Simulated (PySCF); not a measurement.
B(H)(Br)(vinyl) (C2H4BBr), SMILES B(C=C)Br. Atoms are numbered in the order given.

```xyz
8

B     -1.0513    -0.5055     0.0000
H     -2.2254    -0.2501     0.0000
Br     0.1233     1.0227     0.0000
C     -0.5101    -1.9499     0.0000
C      0.7942    -2.2848     0.0000
H     -1.2449    -2.7653     0.0000
H      1.1311    -3.3269     0.0000
H      1.5746    -1.5162     0.0000
```

Coordinates come from a B3LYP-D3(BJ)/def2-SVP optimisation. The structure was generated by enumeration, and PubChem lists no compound with its InChIKey, so it may never have been made. One conformer was computed; it need not be the lowest.

Computed with PBE/def2-TZVP in PySCF.

Gas-phase values at a fixed geometry.

| Quantity | Value |
|---|---|
| total energy | -2677.12453 hartree |
| point group | Cs |
| highest occupied level | -6.79 eV |
| lowest empty level | -3.28 eV |
| orbital gap | 3.51 eV |
| dipole moment | 1.75 D |
| quadrupole, principal values (traceless, Buckingham form, about the centre of nuclear charge) | -3.43, -0.39, 3.82 D·Å |
| mean static polarisability | 60.1 bohr³ (8.91 Å³) |
| polarisability, principal values | 39.4, 63.6, 77.4 bohr³ |
